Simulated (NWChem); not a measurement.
Species: C₄H₅NS; SMILES Nc1ccsc1

```xyz
11

N      0.2575    -2.3955    -0.0697
C      0.0764    -1.0031     0.0003
C     -1.2289    -0.4005    -0.0053
C     -1.1871     0.9638    -0.0046
S      0.4402     1.5582    -0.0088
C      1.0767    -0.0617     0.0078
H     -0.4341    -2.9140     0.4615
H      1.1883    -2.6929     0.2012
H     -2.1495    -0.9753    -0.0227
H     -2.0195     1.6544    -0.0085
H      2.1458    -0.2257     0.0079
```
Atoms are numbered in this order, from 1.

Results from NWChem. Medium grid unless said otherwise, to which SCAN and Minnesota functionals are sensitive. Coordinates come from a B3LYP/6-31G* (spherical d) optimisation.

Order these by “dipole (D)”, lowest first: CAM-B3LYP/def2-TZVP; PBE/def2-TZVP; Hartree-Fock/def2-TZVP.

CAM-B3LYP/def2-TZVP (1.79), PBE/def2-TZVP (1.85), Hartree-Fock/def2-TZVP (1.92)
